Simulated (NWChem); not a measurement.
System: CH5FOSi; SMILES C[SiH](O)F

Input file for NWChem:

```
start job
memory heap 200 mb stack 900 mb global 1100 mb
geometry units angstroms noautosym nocenter noautoz
  Si     0.014807     0.085878     0.359745
  C     -0.269582    -1.658304    -0.214669
  O     -1.102758     1.152313    -0.227174
  F      1.496040     0.517653    -0.160167
  H     -0.014725     0.243570     1.832332
  H     -1.266028    -2.015456     0.087987
  H      0.483504    -2.335619     0.217507
  H     -0.194936    -1.734544    -1.311196
  H     -1.256294     1.165424    -1.176130
end
basis spherical
  * library def2-svp
end
dft
  xc pbe0
  iterations 150
end
cosmo
  do_cosmo_smd true
  solvent hexane
end
task dft energy
```

Parts of the log:

```
             Northwest Computational Chemistry Package (NWChem) 7.3.0
             --------------------------------------------------------

                             Geometry "geometry" -> ""
                             -------------------------

 Output coordinates in angstroms (scale by  1.889725989 to convert to a.u.)

  No.       Tag          Charge          X              Y              Z
 ---- ---------------- ---------- -------------- -------------- --------------
    1 Si                  14.0000     0.01480700     0.08587800     0.35974500
    2 C                    6.0000    -0.26958200    -1.65830400    -0.21466900
    3 O                    8.0000    -1.10275800     1.15231300    -0.22717400
    4 F                    9.0000     1.49604000     0.51765300    -0.16016700
    5 H                    1.0000    -0.01472500     0.24357000     1.83233200
    6 H                    1.0000    -1.26602800    -2.01545600     0.08798700
    7 H                    1.0000     0.48350400    -2.33561900     0.21750700
    8 H                    1.0000    -0.19493600    -1.73454400    -1.31119600
    9 H                    1.0000    -1.25629400     1.16542400    -1.17613000

 Effective nuclear repulsion energy (a.u.)     181.5733663021

                                 NWChem DFT Module
                                 -----------------

 Summary of "ao basis" -> "ao basis" (spherical)
 ------------------------------------------------------------------------------
       Tag                 Description            Shells   Functions and Types
 ---------------- ------------------------------  ------  ---------------------
 Si                         def2-svp                 8       18   4s3p1d
 C                          def2-svp                 6       14   3s2p1d
 O                          def2-svp                 6       14   3s2p1d
 F                          def2-svp                 6       14   3s2p1d
 H                          def2-svp                 3        5   2s1p

 in cosmo_initialize ...
 calling solv_data for solv:hexane

 solvent parameters
 solvname_short: hexane
 solvname_long:  n-hexane
 dielec:        1.8819
 dielecinf:     1.8903
 nonaqueous SMD model solvent descriptors
 dielec:        1.8819
 sola:          0.0000
 solb:          0.0000
 solc:          0.0000
 solg:         25.7500
 solh:          0.0000
 soln:          1.3749

          ---------------
          -cosmo- solvent
          ---------------
 Cosmo: York-Karplus, doi: 10.1021/jp992097l
 dielectric constant -eps-     =   1.88
 screen = (eps-1)/(eps    )    =   0.46862
 surface charge correction     = lagrangian

   van der Waals surface
 --------------------------

 ---------- ATOMIC COORDINATES (A.U.) ------------ VDWR(ANG.) --
     1    0.02798117    0.16228589    0.67981948     2.470
     2   -0.50943611   -3.13374017   -0.40566559     1.850
     3   -2.08391045    2.17755582   -0.42929661     2.294
     4    2.82710567    0.97822233   -0.30267174     1.730
     5   -0.02782622    0.46028056    3.46260540     1.200
     6   -2.39244601   -3.80865958    0.16627132     1.200
     7    0.91369007   -4.41367992    0.41102863     1.200
     8   -0.36837563   -3.27781288   -2.47780116     1.200
     9   -2.37405142    2.20233202   -2.22256343     1.200
 number of segments per atom =        128
 number of   points per atom =        128
 atom (   nspa,  nppa )
 ----------------------
    1 (     56,     0 )       0
    2 (     45,     0 )       0
    3 (     84,     0 )       0
    4 (     66,     0 )       0
    5 (     33,     0 )       0
    6 (     53,     0 )       0
    7 (     53,     0 )       0
    8 (     53,     0 )       0
    9 (      1,     0 )       0
 number of -cosmo- surface points =      444
 molecular surface =    117.055 angstrom**2
 molecular volume  =    106.096 angstrom**3
 -lineq- algorithm             =   0
 -bem- low  level              =   3
 -bem- from -octahedral-
 gaussian surface charge width =   4.50000
 degree of switching           =   1.00000
 switching function tolerance  =   0.00010
 atomic radii =
 --------------
    1 14.000  2.470
    2  6.000  1.850
    3  8.000  2.294
    4  9.000  1.730
    5  1.000  1.200
    6  1.000  1.200
    7  1.000  1.200
    8  1.000  1.200
    9  1.000  1.200
 ...... end of -cosmo- initialization ......

[...]

                                COSMO-SMD solvation results
                                ---------------------------

             internal energy in gas <Psi(g)|H|Psi(g)> =      -505.183304025652
         internal energy in solvent <Psi(s)|H|Psi(s)> =      -505.183158429363
                               delta internal energy  =         0.000145596289 (    0.09 kcal/mol)
   total free energy in solvent <Psi(s)|H+V/2|Psi(s)> =      -505.186730514130
 polarization energy contribution <Psi(s)|V/2|Psi(s)> =        -0.003572084767 (   -2.24 kcal/mol)
    total free energy in solvent including G(SMD-CDS) =      -505.187702129998
                       G(SMD-CDS) energy contribution =        -0.000971615868 (   -0.61 kcal/mol)
     1 M fixed-concentration free energy of solvation =        -0.004398104346 (   -2.76 kcal/mol)

                       DFT Final Molecular Orbital Analysis
                       ------------------------------------

 Vector   19  Occ=2.000000D+00  E=-3.747295D-01
              MO Center= -3.5D-01,  5.1D-01,  2.4D-01, r^2= 3.0D+00
   Bfn.  Coefficient  Atom+Function         Bfn.  Coefficient  Atom+Function
  ----- ------------  ---------------      ----- ------------  ---------------
    37     -0.300408  3 O  py                36      0.287921  3 O  px
    52     -0.245928  4 F  pz                61     -0.227730  5 H  s
    40     -0.211784  3 O  py                39      0.197389  3 O  px
    55      0.180789  4 F  pz                10     -0.166672  1 Si pz
    24      0.116424  2 C  pz                62     -0.113215  5 H  s

 Vector   20  Occ=2.000000D+00  E=-3.511286D-01
              MO Center= -6.9D-01,  8.0D-01, -4.0D-02, r^2= 2.1D+00
   Bfn.  Coefficient  Atom+Function         Bfn.  Coefficient  Atom+Function
  ----- ------------  ---------------      ----- ------------  ---------------
    36      0.435270  3 O  px                39      0.326622  3 O  px
    37      0.281338  3 O  py                40      0.215394  3 O  py
    51      0.157581  4 F  py                50     -0.144194  4 F  px
    61      0.144679  5 H  s                 38     -0.132198  3 O  pz
    62      0.122329  5 H  s                 54     -0.117996  4 F  py

 Vector   21  Occ=2.000000D+00  E=-3.214150D-01
              MO Center= -3.1D-01, -2.8D-01,  1.8D-01, r^2= 3.1D+00
   Bfn.  Coefficient  Atom+Function         Bfn.  Coefficient  Atom+Function
  ----- ------------  ---------------      ----- ------------  ---------------
    23      0.335304  2 C  py                37      0.313925  3 O  py
    40      0.236512  3 O  py                26      0.221531  2 C  py
    61     -0.222220  5 H  s                 21      0.205162  2 C  s
    62     -0.185337  5 H  s                  9     -0.175806  1 Si py
    10     -0.140669  1 Si pz                24      0.113859  2 C  pz

 Vector   22  Occ=0.000000D+00  E= 5.476789D-02
              MO Center= -8.0D-01,  2.9D-01, -8.1D-01, r^2= 4.8D+00
   Bfn.  Coefficient  Atom+Function         Bfn.  Coefficient  Atom+Function
  ----- ------------  ---------------      ----- ------------  ---------------
    21      1.131327  2 C  s                 35      0.813630  3 O  s
    82     -0.813094  9 H  s                  4     -0.650122  1 Si s
    72     -0.525643  7 H  s                 77     -0.458943  8 H  s
    67     -0.407134  6 H  s                 11      0.264257  1 Si px
    41     -0.231658  3 O  pz                62      0.192076  5 H  s

 Vector   23  Occ=0.000000D+00  E= 7.717527D-02
              MO Center=  1.9D-01, -4.5D-01,  3.8D-01, r^2= 4.1D+00
   Bfn.  Coefficient  Atom+Function         Bfn.  Coefficient  Atom+Function
  ----- ------------  ---------------      ----- ------------  ---------------
    21     -1.075898  2 C  s                 11      0.979523  1 Si px
    67      0.635180  6 H  s                 49     -0.487603  4 F  s
     4      0.484870  1 Si s                 72      0.359917  7 H  s
    35      0.304363  3 O  s                 77      0.293737  8 H  s
     8      0.246694  1 Si px                12     -0.160701  1 Si py

 Vector   24  Occ=0.000000D+00  E= 8.054625D-02
              MO Center= -1.9D-01, -6.6D-01,  2.4D-02, r^2= 5.3D+00
   Bfn.  Coefficient  Atom+Function         Bfn.  Coefficient  Atom+Function
  ----- ------------  ---------------      ----- ------------  ---------------
    21      2.102962  2 C  s                 77     -1.033063  8 H  s
    12      0.941748  1 Si py                 4     -0.603052  1 Si s
    72     -0.488008  7 H  s                 67     -0.472685  6 H  s
    11      0.337964  1 Si px                62      0.298293  5 H  s
    35     -0.266530  3 O  s                 82      0.239752  9 H  s

     Multipole analysis of the density
     ---------------------------------

     L   x y z        total         alpha         beta         nuclear
     -   - - -        -----         -----         ----         -------
     0   0 0 0     -0.000000    -21.000000    -21.000000     42.000000

     1   1 0 0     -0.507944     -1.183361     -1.183361      1.858778
     1   0 1 0     -0.640763     -0.748616     -0.748616      0.856469
     1   0 0 1     -0.500008     -0.382305     -0.382305      0.264601

     2   2 0 0    -24.971942    -72.772738    -72.772738    120.573535
     2   1 1 0     -0.135149      0.294979      0.294979     -0.725108
     2   1 0 1      1.931295     -2.550694     -2.550694      7.032683
     2   0 2 0    -23.155659    -89.392621    -89.392621    155.629584
     2   0 1 1     -1.378771     -1.390430     -1.390430      1.402090
     2   0 0 2    -20.731811    -26.876866    -26.876866     33.021921
```

Level: PBE0/def2-SVP, SMD on the gas-phase geometry. Coordinates come from a PBE0/def2-SVP optimisation. Solvent: n-hexane.
